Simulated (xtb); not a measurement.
C$_{5}$H$_{7}$FO$_{3}$, singlet, at a GFN2-xTB geometry. Base run: xtb 6.7.1 with GFN2-xTB.

Here is a job for xtb.
```
$ xtb mol.xyz --gfn 2 --json

# file mol.xyz
16

C      2.15573175    -1.28139252     0.15319051
C      1.88249419    -0.05214001     0.56265108
F      2.80713338     0.67781153     1.20854290
C      0.58121896     0.66182709     0.39996774
O      0.32309313     1.72967712     0.88697556
O     -0.25879003    -0.04343278    -0.36276187
C     -1.55289247     0.52624254    -0.54928930
C     -2.38958239    -0.43327945    -1.38303749
O     -2.82045466    -1.48569687    -0.55395323
H      3.12143483    -1.72351365     0.32517004
H      1.40635785    -1.85668018    -0.35557155
H     -1.45184089     1.49413494    -1.05114403
H     -2.02423289     0.67871011     0.42662084
H     -1.77736006    -0.80935513    -2.21323218
H     -3.24895019     0.11676957    -1.79191564
H     -3.30221676    -2.13229494    -1.07979227
```

Each row names what was changed in the base input (with any setting that the change needs).

| change | ΔE vs base (mEh) | HOMO-LUMO gap (eV) | dipole (D) | G_solv (kcal/mol) | SCF cycles |
|---|---|---|---|---|---|
| base | 0.000 | 3.75 | 5.66 | - | 11 |
| alpb = toluene | -13.572 | 3.64 | 6.07 | -8.80 | 11 |
| etemp = 5000 | -1.200 | 3.78 | 5.79 | - | 11 |
| acc = 0.1 | 0.000 | 3.75 | 5.66 | - | 13 |
| acc = 30 | 0.000 | 3.75 | 5.66 | - | 8 |
| etemp = 3000 | -0.035 | 3.75 | 5.67 | - | 11 |
| alpb = ch2cl2 | -16.128 | 3.58 | 6.25 | -10.74 | 11 |
| alpb = acetone | -20.314 | 3.48 | 6.37 | -13.76 | 11 |
| gbsa = acetonitrile | -17.431 | 3.36 | 6.57 | -12.38 | 11 |

ALPB and GBSA are two models with their own fitted parameters for each solvent, which aren't always the measured dielectric constant.
